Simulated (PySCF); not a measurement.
Telling isomers of C8H11O2P apart by NMR

Method: GFN2-xTB geometry, σ from GIAO-PBE0/pcSseg-1, in PySCF 2.14 (rapidly exchanging positions averaged, in vacuum, relativity neglected, a single conformation).

Scale: 1H (σref 31.72) and 13C (σref 186.93) vs TMS (reference shieldings calculated alike). Splittings of carbon signals by F and P are missing where no couplings were computed. Where no couplings were computed, multiplicities follow the n + 1 count of equivalent neighbours, and m marks all less simple cases (inequivalent or close neighbours, rings, F or P nearby). Shifts are as computed. Against solution values, carbons near 30 ppm lie about +3 ppm off and those near 130 ppm about +5 ppm. Of 1211 compounds with measured shifts, 218 miss one by over three times the rms of a fit or turn the order of signals round; such compounds aren't used in these exercises. OH and NH positions are gas-phase values without hydrogen bonding to other molecules.

(1) Tabulate the signals of `Cc1ccccc1[P@@](C)(=O)O`, `c1cc(P2CCOCC2)co1` and their relative energies.

(2) What is the quickest way to tell Cc1ccccc1[P@@](C)(=O)O from c1cc(P2CCOCC2)co1?

## Answers

(1) 
| SMILES | carbon types | δC | δH | E rel. (kcal/mol) |
| --- | --- | --- | --- | --- |
| Cc1ccccc1[P@@](C)(=O)O | 2×C 4×CH 2×CH3 | 144.8, 138.7, 138.3, 138.2, 135.1, 130.8, 23.0, 22.5 | 8.34 (m, 1H), 7.72 (m, 1H), 7.59 (m, 1H), 7.52 (m, 1H), 2.78 (s, 3H), 2.61 (br s, 1H), 1.68 (m, 3H) | 0.0 |
| c1cc(P2CCOCC2)co1 | 1×C 3×CH 4×CH2 | 148.2, 145.7, 134.3, 117.9, 69.9, 32.3 | 7.55 (m, 1H), 7.29 (m, 1H), 6.60 (m, 1H), 4.06 (m, 4H), 1.87 (m, 4H) | 62.5 |

Energies are electronic energies at PBE0/pcSseg-1 on these geometries, without zero-point or thermal terms, each for the one conformer computed, which needn't be the lowest.

(2) Count the carbon signals: 8 against 6. The first has a methyl carbon on an aromatic ring (CH3) at 23.0 ppm, the second an sp3 CH2 bonded to O at 69.9 ppm. Their most deshielded carbons lie at 144.8 and 148.2 ppm. In the proton spectra the most deshielded non-exchanging signals are 8.34 (m, 1H) and 7.55 (m, 1H).
